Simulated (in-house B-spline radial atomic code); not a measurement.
Mn²⁺. Computed with a B-spline radial atomic code. Model: non-relativistic spherical atom: semilocal Troullier-Martins pseudo-atom, one channel per l, against all electrons, high spin, G0W0 and RPA with empty states to l = 8, local potential for every l without a channel, a model core (radius 0 = none) keeps its share of the functional.

What the tables leave out is listed at the end.

The pseudopotential gives back the lowest level of each angular momentum of its own functional in the configuration it was made in; a second state of the same l is only approximately right. Exact exchange, RPA and GW see the smooth pseudo-orbitals and miss the exchange with the core, for which the functional's share stands in. The column with an uncorrelated core keeps all orbitals and exact exchange, and so separates missing core correlation from pseudisation. Only the three outermost levels and the lowest empty one were computed. RPA here is direct RPA, with no exchange kernel, and its energies carry an (l + 1/2)⁻⁴ tail. A hybrid on a potential with a model core restores only its own semilocal share of the core's exchange.

Command:
```bash
python run_psgw.py task.json out
```
Settings (lengths in bohr, energies in hartree):
```
Z                      25
electrons              23
configuration          [Ar] 3d5
generated_in           [Ar] 3d5 4s2
functional             pbe,pbe
core_shells            4
radius_factor          0.9
core_correction        True
```

Time taken, with all properties: 28 s on 1 thread of Arm Neoverse N1, on a shared host.

Given: made with PBE; model core radius 0.443 bohr; local radius 0.919 bohr; mean-field start PBE0.

Valence shells of the generating configuration: 3p, 3d, 4s.

Channel: s 2.27, p 0.681, d 2.049 (radii in bohr).

Computed: largest level miss in the spin-unpolarised generating configuration 0.001 eV; valence RPA correlation energy pseudo -0.75466 hartree; all-electron RPA polarisability, core included 3.0174 bohr³; pseudo-atom RPA polarisability 3.2223 bohr³.

| level | occupied | mean-field all-electron (eV) | mean-field pseudo minus all (eV) | G0W0 all-electron (eV) | G0W0 uncorrelated core minus all (eV) | G0W0 pseudo minus all (eV) | exchange self-energy all-electron (eV) | exchange self-energy pseudo (eV) |
| --- | --- | --- | --- | --- | --- | --- | --- | --- |
| 3d up | 1 | -28.448 | 0.105 | -33.995 | 0.105 | 0.973 | -40.615 | -34.244 |
| 3p down | 1 | -71.233 | 1.394 | -76.86 | -0.561 | 2.201 | -43.863 | -32.321 |
| 4s up (empty) | 0 | -18.474 | -0.541 | -15.632 | -0.033 | -1.288 | -3.4374 | -4.3151 |

(1) What is the valence RPA correlation energy all-electron orbitals?

Results:

(1) -0.61693 hartree.

Among the listed levels the largest G0W0 shift of the pseudo-atom is +2.20 eV, for 3p down on the PBE0 start, while leaving the core uncorrelated moves that level by -0.56 eV. So pseudisation and the lost core exchange, not the missing core correlation, make the error. Not in the tables (levels of low weight, unsolved or above zero; the highest and the empty levels are kept at any weight): on PBE, a start not tabulated, the G0W0 levels 3d up (pseudo minus all +1.56 eV, weights 0.51 and 0.86), 3p down (pseudo minus all +2.19 eV, weights 0.46 and 0.82), 3p up (pseudo minus all +2.37 eV, weights 0.17 and 0.13), 3d down (pseudo minus all +0.11 eV, weights 0.35 and 0.56); on PBE0 the G0W0 levels 3p up (pseudo minus all +1.93 eV, weights 0.37 and 0.40); no Hartree-Fock pseudo-atom is run with a model core.
